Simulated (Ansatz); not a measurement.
Harmonic vibrations of GaH2(OMe) (CH5GaO) by finite differences.

```yaml
crystal:
  periodic: [false, false, false]
  atoms:
    - {symbol: Ga, position_ang: [0.571527, 1.312616, 0.724059]}
    - {symbol: H, position_ang: [2.033178, 0.780779, 0.547497]}
    - {symbol: H, position_ang: [0.045172, 2.624622, 1.372523]}
    - {symbol: O, position_ang: [-0.728462, 0.258919, 0.083481]}
    - {symbol: C, position_ang: [-0.514390, -0.985655, -0.549640]}
    - {symbol: H, position_ang: [-0.940600, -0.965570, -1.557510]}
    - {symbol: H, position_ang: [-1.014592, -1.779395, 0.014120]}
    - {symbol: H, position_ang: [0.548177, -1.246316, -0.634531]}
basis:
  gaussian: {orbitals: def2-TZVP}
hamiltonian: {xc: {name: B3LYP}, dispersion: d4}
scf: {omitted_lower_state_checks: [starts]}
phonons: {temperatures: {t_min: 298.15, t_max: 900, t_step: 200}}
```

```sh
$ ansatz run in.yaml --threads 4 --pin off --events-out ev --progress --plain --max-ram 3916MiB
```

It prints (some lines left out):

```
Functional definition: B3LYP
mean field -55546.40858326 eV, -2041.2928647266 hartree, gradient 3.3e-5 eV, S^2 0.000000; 0 other end points of the search recorded, 0 dependent functions left out
mean field -55546.40853259 eV, -2041.2928628646 hartree, gradient 1.1e-6 eV, S^2 0.000000; 0 other end points of the search recorded, 0 dependent functions left out
mean field -55546.40846916 eV, -2041.2928605338 hartree, gradient 1.1e-6 eV, S^2 0.000000; 0 other end points of the search recorded, 0 dependent functions left out
mean field -55546.40856078 eV, -2041.2928639008 hartree, gradient 1.1e-6 eV, S^2 0.000000; 0 other end points of the search recorded, 0 dependent functions left out
mean field -55546.40846136 eV, -2041.2928602469 hartree, gradient 1.1e-6 eV, S^2 0.000000; 0 other end points of the search recorded, 0 dependent functions left out
mean field -55546.40857993 eV, -2041.2928646045 hartree, gradient 1.1e-6 eV, S^2 0.000000; 0 other end points of the search recorded, 0 dependent functions left out
mean field -55546.40852502 eV, -2041.2928625867 hartree, gradient 1.1e-6 eV, S^2 0.000000; 0 other end points of the search recorded, 0 dependent functions left out
mean field -55546.40856939 eV, -2041.2928642170 hartree, gradient 1.1e-6 eV, S^2 0.000000; 0 other end points of the search recorded, 0 dependent functions left out
mean field -55546.40851884 eV, -2041.2928623595 hartree, gradient 1.1e-6 eV, S^2 0.000000; 0 other end points of the search recorded, 0 dependent functions left out
mean field -55546.40858209 eV, -2041.2928646838 hartree, gradient 1.1e-6 eV, S^2 0.000000; 0 other end points of the search recorded, 0 dependent functions left out
mean field -55546.40856749 eV, -2041.2928641471 hartree, gradient 1.1e-6 eV, S^2 0.000000; 0 other end points of the search recorded, 0 dependent functions left out
mean field -55546.40858315 eV, -2041.2928647227 hartree, gradient 1.1e-6 eV, S^2 0.000000; 0 other end points of the search recorded, 0 dependent functions left out
mean field -55546.40857708 eV, -2041.2928644997 hartree, gradient 1.1e-6 eV, S^2 0.000000; 0 other end points of the search recorded, 0 dependent functions left out
mean field -55546.40857084 eV, -2041.2928642704 hartree, gradient 1.1e-6 eV, S^2 0.000000; 0 other end points of the search recorded, 0 dependent functions left out
mean field -55546.40857731 eV, -2041.2928645081 hartree, gradient 1.1e-6 eV, S^2 0.000000; 0 other end points of the search recorded, 0 dependent functions left out
mean field -55546.40856602 eV, -2041.2928640934 hartree, gradient 1.1e-6 eV, S^2 0.000000; 0 other end points of the search recorded, 0 dependent functions left out
mean field -55546.40853305 eV, -2041.2928628817 hartree, gradient 1.1e-6 eV, S^2 0.000000; 0 other end points of the search recorded, 0 dependent functions left out
mean field -55546.40858218 eV, -2041.2928646872 hartree, gradient 1.1e-6 eV, S^2 0.000000; 0 other end points of the search recorded, 0 dependent functions left out
mean field -55546.40856433 eV, -2041.2928640313 hartree, gradient 1.1e-6 eV, S^2 0.000000; 0 other end points of the search recorded, 0 dependent functions left out
mean field -55546.40850158 eV, -2041.2928617252 hartree, gradient 1.1e-6 eV, S^2 0.000000; 0 other end points of the search recorded, 0 dependent functions left out
mean field -55546.40855157 eV, -2041.2928635623 hartree, gradient 1.1e-6 eV, S^2 0.000000; 0 other end points of the search recorded, 0 dependent functions left out
mean field -55546.40845531 eV, -2041.2928600248 hartree, gradient 1.2e-6 eV, S^2 0.000000; 0 other end points of the search recorded, 0 dependent functions left out
mean field -55546.40849410 eV, -2041.2928614503 hartree, gradient 1.1e-6 eV, S^2 0.000000; 0 other end points of the search recorded, 0 dependent functions left out
mean field -55546.40853153 eV, -2041.2928628259 hartree, gradient 1.2e-6 eV, S^2 0.000000; 0 other end points of the search recorded, 0 dependent functions left out
mean field -55546.40855196 eV, -2041.2928635767 hartree, gradient 1.1e-6 eV, S^2 0.000000; 0 other end points of the search recorded, 0 dependent functions left out
mean field -55546.40840580 eV, -2041.2928582051 hartree, gradient 3.0e-6 eV, S^2 0.000000; 0 other end points of the search recorded, 0 dependent functions left out
mean field -55546.40842081 eV, -2041.2928587568 hartree, gradient 1.1e-6 eV, S^2 0.000000; 0 other end points of the search recorded, 0 dependent functions left out
mean field -55546.40840921 eV, -2041.2928583307 hartree, gradient 1.1e-6 eV, S^2 0.000000; 0 other end points of the search recorded, 0 dependent functions left out
mean field -55546.40847048 eV, -2041.2928605821 hartree, gradient 3.0e-6 eV, S^2 0.000000; 0 other end points of the search recorded, 0 dependent functions left out
mean field -55546.40840428 eV, -2041.2928581494 hartree, gradient 1.1e-6 eV, S^2 0.000000; 0 other end points of the search recorded, 0 dependent functions left out
mean field -55546.40843563 eV, -2041.2928593017 hartree, gradient 3.0e-6 eV, S^2 0.000000; 0 other end points of the search recorded, 0 dependent functions left out
mean field -55546.40855004 eV, -2041.2928635059 hartree, gradient 1.1e-6 eV, S^2 0.000000; 0 other end points of the search recorded, 0 dependent functions left out
mean field -55546.40856102 eV, -2041.2928639095 hartree, gradient 1.1e-6 eV, S^2 0.000000; 0 other end points of the search recorded, 0 dependent functions left out
mean field -55546.40855927 eV, -2041.2928638452 hartree, gradient 1.1e-6 eV, S^2 0.000000; 0 other end points of the search recorded, 0 dependent functions left out
mean field -55546.40857136 eV, -2041.2928642895 hartree, gradient 1.1e-6 eV, S^2 0.000000; 0 other end points of the search recorded, 0 dependent functions left out
mean field -55546.40849137 eV, -2041.2928613498 hartree, gradient 1.1e-6 eV, S^2 0.000000; 0 other end points of the search recorded, 0 dependent functions left out
mean field -55546.40850359 eV, -2041.2928617990 hartree, gradient 1.2e-6 eV, S^2 0.000000; 0 other end points of the search recorded, 0 dependent functions left out
mean field -55546.40854159 eV, -2041.2928631955 hartree, gradient 1.1e-6 eV, S^2 0.000000; 0 other end points of the search recorded, 0 dependent functions left out
mean field -55546.40855951 eV, -2041.2928638541 hartree, gradient 1.1e-6 eV, S^2 0.000000; 0 other end points of the search recorded, 0 dependent functions left out
mean field -55546.40851552 eV, -2041.2928622374 hartree, gradient 1.1e-6 eV, S^2 0.000000; 0 other end points of the search recorded, 0 dependent functions left out
mean field -55546.40853293 eV, -2041.2928628774 hartree, gradient 1.2e-6 eV, S^2 0.000000; 0 other end points of the search recorded, 0 dependent functions left out
mean field -55546.40853863 eV, -2041.2928630865 hartree, gradient 1.1e-6 eV, S^2 0.000000; 0 other end points of the search recorded, 0 dependent functions left out
mean field -55546.40854862 eV, -2041.2928634536 hartree, gradient 1.1e-6 eV, S^2 0.000000; 0 other end points of the search recorded, 0 dependent functions left out
mean field -55546.40848376 eV, -2041.2928610701 hartree, gradient 1.2e-6 eV, S^2 0.000000; 0 other end points of the search recorded, 0 dependent functions left out
mean field -55546.40849751 eV, -2041.2928615754 hartree, gradient 3.0e-6 eV, S^2 0.000000; 0 other end points of the search recorded, 0 dependent functions left out
mean field -55546.40855313 eV, -2041.2928636194 hartree, gradient 3.0e-6 eV, S^2 0.000000; 0 other end points of the search recorded, 0 dependent functions left out
mean field -55546.40857052 eV, -2041.2928642585 hartree, gradient 1.1e-6 eV, S^2 0.000000; 0 other end points of the search recorded, 0 dependent functions left out
mean field -55546.40856538 eV, -2041.2928640697 hartree, gradient 3.0e-6 eV, S^2 0.000000; 0 other end points of the search recorded, 0 dependent functions left out
mean field -55546.40857011 eV, -2041.2928642434 hartree, gradient 1.1e-6 eV, S^2 0.000000; 0 other end points of the search recorded, 0 dependent functions left out
Total energy: -55546.60214128 eV, -2041.2999778529 hartree
Atom 0 at     0.571527     1.312616     0.724059 Å, force     0.000587     0.000084    -0.000184 eV/Å
Atom 1 at     2.033178     0.780779     0.547497 Å, force    -0.000220     0.000696    -0.000660 eV/Å
Atom 2 at     0.045172     2.624622     1.372523 Å, force    -0.000190    -0.000287     0.000076 eV/Å
Atom 3 at    -0.728462     0.258919     0.083481 Å, force     0.000177    -0.002405    -0.000529 eV/Å
Atom 4 at    -0.514390    -0.985655    -0.549640 Å, force    -0.000077     0.001119     0.000700 eV/Å
Atom 5 at    -0.940600    -0.965570    -1.557510 Å, force     0.000564     0.000840     0.000308 eV/Å
Atom 6 at    -1.014592    -1.779395     0.014120 Å, force    -0.000735     0.000442    -0.000531 eV/Å
Atom 7 at     0.548177    -1.246316    -0.634531 Å, force    -0.000108    -0.000489     0.000820 eV/Å
Dipole moment:     0.223295    -0.058849    -0.014635 e Å
Vibrations: 111.00 216.69 235.52 515.61 606.15 608.13 715.22 1098.05 1178.60 1200.11 1482.39 1494.01 1504.62 1967.22 2013.98 2977.10 3033.21 3047.98 cm⁻¹, zero-point energy 1.488156 eV
Checks for a lower state left out: starts
```

Hardware: 4 threads of Arm Neoverse V1 on a shared host. Wall time 49 s.
